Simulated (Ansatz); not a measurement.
CH5GaO2 (`[CH3][Ga]([OH])[OH]`), relaxed with RKS PBE0-D4/def2-TZVP in Ansatz from a GFN2-xTB geometry. The force threshold is 0.005 eV/Å; the program also tests the step.

Total charge 0; spin multiplicity 1.

Start:

```xyz
9

C     1.447    0.346    0.302
Ga   -0.459   -0.194   -0.091
O    -0.928   -1.861    0.108
O    -1.793    0.813   -0.616
H     1.579    0.443    1.378
H     2.110   -0.436   -0.060
H     1.686    1.293   -0.179
H    -1.827   -2.152   -0.045
H    -1.815    1.748   -0.796
```

```csv
step,energy (eV),largest force (eV/Å),largest move (Å)
1,-57582.1725,1.713,0.000
2,-57582.2457,0.820,0.050
3,-57582.2946,0.276,0.078
4,-57582.3071,0.191,0.144
5,-57582.3118,0.102,0.060
6,-57582.3123,0.007,0.016
7,-57582.3124,0.003,0.015
8 (rejected),-57582.3005,0.511,0.195
9,-57582.3124,0.016,0.012
10,-57582.3127,0.014,0.048
11 (rejected),-57582.3126,0.094,0.067
13 (rejected),-57582.3125,0.119,0.075
15,-57582.3129,0.004,0.006
17 (rejected),-57582.3130,0.089,0.055
19,-57582.3133,0.031,0.027
21 (rejected),-57582.3133,0.049,0.017
23,-57582.3137,0.014,0.031
25,-57582.3139,0.025,0.016
27 (rejected),-57582.3140,0.041,0.058
29 (rejected),-57582.3140,0.048,0.065
31,-57582.3141,0.013,0.015
33,-57582.3142,0.007,0.007
35,-57582.3142,0.007,0.019
37,-57582.3142,0.005,0.007
38,-57582.3142,0.003,0.011
```

End:

```xyz
9

C     1.393    0.350    0.272
Ga   -0.430   -0.237   -0.078
O    -0.875   -1.963   -0.101
O    -1.851    0.803   -0.412
H     1.425    0.990    1.156
H     2.038   -0.513    0.437
H     1.778    0.924   -0.573
H    -1.807   -2.099   -0.287
H    -1.672    1.745   -0.414
```

Hardware: 2 threads of an AMD EPYC 7R13 on a shared host and a share of an NVIDIA H100 80 GB. Wall time 41 s, peak host memory 0.87 GiB.
